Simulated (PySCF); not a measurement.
Identify the compound

Molecular formula: C5H17AlO2Si. Simulated spectra:

¹H NMR (400 MHz, computed): δ 3.58 (s, 6H), 3.49 (br, 2H), 0.04 (s, 9H).

¹³C{¹H} NMR (computed): δ 54.4 (CH3), 2.6 (CH3).

PySCF 2.14.0 with density-fitted response routines calculation with PBE0-D3(BJ)/def2-SVP structure and HF/pcSseg-1 with gauge-including orbitals; gas phase, averaged over atoms made equivalent by symmetry, fast rotation or ring inversion, single conformer, non-relativistic.

Chemical shifts δ = σref − σ; ¹H (σ = 31.69 ppm) and ¹³C (σ = 190.85 ppm) vs TMS, all at this level.

Problem. Propose a structure and justify it.

Solution. 
1. 2 carbon signals for 5 carbons: some carbons are equivalent by symmetry or fast rotation.
2. Carbon types of the structure: 5 × CH3, leaving 2 H on heteroatoms.
3. δC 54.4: methyl carbon bonded to O; the inductive effect lowers its shielding.
4. δC 2.6: methyl carbon bonded to Si; an electropositive neighbour leaves it electron-rich and shielded.
5. δH 3.58: hydrogen on a methyl carbon bonded to O; its carbon carries O, hence the downfield position.
6. δH 3.49: hydrogen on an aluminium bonded to 2 O.
7. δH 0.04: hydrogen on a methyl carbon bonded to Si; an electropositive neighbour shields it, as in TMS itself.

Structure: `C[O+](C)[AlH2-][O][Si](C)(C)C`.

The shifts were computed for this structure.

Hydrides on Al or Ga are broadened by the quadrupolar metal nucleus. Shifts are as computed. Against solution values, carbons near 30 ppm lie about -0 ppm off and those near 130 ppm about +7 ppm. Of 1313 compounds with measured shifts, 239 miss one by over three times the rms of a fit or turn the order of signals round; such compounds aren't used in these exercises. Multiplicities follow the n + 1 count of equivalent neighbours, as no J values were calculated; m marks all less simple cases, F and P coupling included.
